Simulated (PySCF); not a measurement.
## Dipole response of Sb⁺ (antimony, charge +1)

[Kr] 4d10 5s2 5p2, high-spin 3P determinant. Calculation: PySCF 2.14, in aug-cc-pV5Z-PP with ECP28MDF (8s8p6d4f3g2h, 139 functions); a scalar-relativistic core potential. Coupled (time-dependent) response in atomic units; α is the mean over directions.

| method | mean α (bohr³) | α xx, yy, zz | C₆ (like pair) | S(−4) |
| --- | --- | --- | --- | --- |
| PBE0 | 25.14 | 23.19, 26.12, 26.12 | 205.4 | 165.6 |
| BP86 | 25.19 | 22.91, 26.33, 26.33 | 205.2 | 170.2 |

S(−4) is the Cauchy moment in α(ω) = α(0) + S(−4) ω² + …

Spin-orbit coupling is absent.

α(iu) at PBE0:

```json
{"u (hartree)": "0", "α(iu) (bohr³)": "25.14"}
{"u (hartree)": "0.0500", "α(iu) (bohr³)": "24.73"}
{"u (hartree)": "0.100", "α(iu) (bohr³)": "23.60"}
{"u (hartree)": "0.200", "α(iu) (bohr³)": "20.07"}
{"u (hartree)": "0.300", "α(iu) (bohr³)": "16.25"}
{"u (hartree)": "0.500", "α(iu) (bohr³)": "10.51"}
{"u (hartree)": "0.750", "α(iu) (bohr³)": "6.631"}
{"u (hartree)": "1.00", "α(iu) (bohr³)": "4.630"}
{"u (hartree)": "1.50", "α(iu) (bohr³)": "2.753"}
{"u (hartree)": "2.00", "α(iu) (bohr³)": "1.895"}
{"u (hartree)": "3.00", "α(iu) (bohr³)": "1.094"}
{"u (hartree)": "5.00", "α(iu) (bohr³)": "0.5071"}
```

For an ion, C₆ is the dispersion term alone; charge-induced terms of lower order in 1/R come first.

The components differ because the open shell of this determinant is not spherical; for a pure term their mean is the scalar polarisability.

Energies and moments cover only the electrons outside the core potential.
